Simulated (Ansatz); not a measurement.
Input for Ansatz (a program for electronic structure): R-PBE0/def2-TZVPPD on GaH3 (SMILES [GaH3]) with ghost functions, monomers drawn apart or pushed together. Files ending in .json are basis or fitting sets from the Basis Set Exchange.

Ansatz 0.2 input:
```yaml
crystal:
  periodic: [false, false, false]
  atoms:
    - {symbol: Ga, position_ang: [-0.74918679, 0.40672621, 1.71060508]}
    - {symbol: H, position_ang: [-1.49296131, 1.74067304, 2.13116659]}
    - {symbol: H, position_ang: [0.59104748, 0.53920122, 0.87650540]}
    - {symbol: H, position_ang: [-1.62811274, -0.89356630, 1.49561764]}
basis:
  gaussian:
    orbitals: def2-TZVPPD.json
    ghost_atoms:
      - {symbol: C, position_ang: [-0.62832387, -0.48128555, 5.37667595]}
      - {symbol: N, position_ang: [0.46165938, -0.30479527, 4.40228000]}
      - {symbol: C, position_ang: [1.22593224, -1.55537758, 4.25878301]}
      - {symbol: C, position_ang: [1.35045549, 0.79136438, 4.82314982]}
      - {symbol: H, position_ang: [-0.22953077, -0.73998868, 6.36386266]}
      - {symbol: H, position_ang: [-1.29015359, -1.27517152, 5.03607662]}
      - {symbol: H, position_ang: [-1.19885220, 0.44255959, 5.44931528]}
      - {symbol: H, position_ang: [1.67984829, -1.84552795, 5.21287118]}
      - {symbol: H, position_ang: [2.00827266, -1.41550093, 3.51537146]}
      - {symbol: H, position_ang: [0.56011053, -2.34711467, 3.92099205]}
      - {symbol: H, position_ang: [1.80768626, 0.57045700, 5.79405284]}
      - {symbol: H, position_ang: [2.13277327, 0.92603593, 4.07876485]}
      - {symbol: H, position_ang: [0.77561243, 1.71245545, 4.89685305]}
hamiltonian:
  xc: {name: PBE0}
scf: {lower_state_search: off}
```

Program output:

```
WARN ansatz: RAYON_NUM_THREADS=6 ignored (pool sized by the plan → 6); use --threads N
Functional definition: PBE0
these checks for a lower state are left out or cut short: stability, starts, cluster_reference, orbital_swaps, neighbouring_geometries, increment
integrals: 0.55 GiB planned
1714 factors; their error is unknown
mean field: 4.21 GiB planned
mean field evaluation 1: about -52418.0037 eV, gradient 2.3e1 eV
mean field evaluation 2: about -52418.0717 eV, gradient 2.8e1 eV
mean field evaluation 4: about -52418.6469 eV, gradient 3.5e-1 eV
mean field evaluation 8: about -52418.8136 eV, gradient 1.6e-1 eV
mean field -52418.81365929 eV, -1926.3558712308 hartree, gradient 3.9e-6 eV, S^2 0.000000; 0 other end points of the search recorded, 0 dependent functions left out
reference -52418.81369443 eV, -1926.3558725222 hartree; 17, 17 occupied and 389, 389 virtual orbitals, 1714 factors
Total energy: -52418.81369443 eV, -1926.3558725222 hartree
Checks for a lower state left out: stability, starts, cluster_reference, orbital_swaps, neighbouring_geometries, increment
```

The calculation finished and met its thresholds.

Cost: roughly 11 core-seconds.
